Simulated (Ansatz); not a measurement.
Gas-phase electronic energies from Ansatz, PBE0-D4/def2-TZVP geometries. CCSD(T)/CBS adds triple-zeta CCSD(T) − MP2 to the extrapolated MP2 energy (def2 sets, frozen cores). For Ga outer-core shells are correlated without core-valence functions, which leaves a few kJ/mol of doubt a bond. Scalar relativity is left out up to krypton. Each species was taken in one conformer, which may not be the lowest.

`[CH3][GaH][Cl]` + `C=CCC1BC1` → `C=C[CH2][GaH][Cl]` + `CC1BC1`  (redistribution)

```
            species  HF/def2-QZVPP energy (Eh)
   `[CH3][GaH][Cl]`                -2423.08833
        `C=CCC1BC1`                 -219.26458
`C=C[CH2][GaH][Cl]`                -2499.99386
           `CC1BC1`                 -142.35709
```

Problem. Work out ΔE.

Solution. ΔE = (-2499.99386) + (-142.35709) − (-2423.08833) − (-219.26458) = 0.00196 Eh = +0.05 eV. CCSD(T)/CBS gives +0.02 eV.

Largest T1 diagnostic among the species: 0.012.
